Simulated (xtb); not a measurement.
xtb input:

```bash
xtb mol.xyz --gfn 2 --sp --chrg 1 --uhf 0
```
mol.xyz:
```
14

C     -1.91612097    -0.12057085     0.27356055
C     -0.53692026    -0.57462926    -0.15388333
N      0.49803126     0.49664831     0.12723861
C      1.89870170     0.13126988    -0.26604588
H     -2.23746010     0.76926208    -0.27071531
H     -2.63169911    -0.91313123     0.05708119
H     -1.96339703     0.08041657     1.34531925
H     -0.20646674    -1.46146720     0.38484641
H     -0.47905113    -0.77633826    -1.22246904
H      0.47158455     0.72165907     1.12453234
H      2.56093868     0.95904083    -0.02551166
H      1.91518007    -0.06759052    -1.33409938
H      2.18992248    -0.75814354     0.28594099
H      0.22026673     1.35333539    -0.35738306
```

### Question
Predict the final energy.

### Answer
-14.01164 Eh (GFN2-xTB).

It need not be the lowest isomer of its formula.
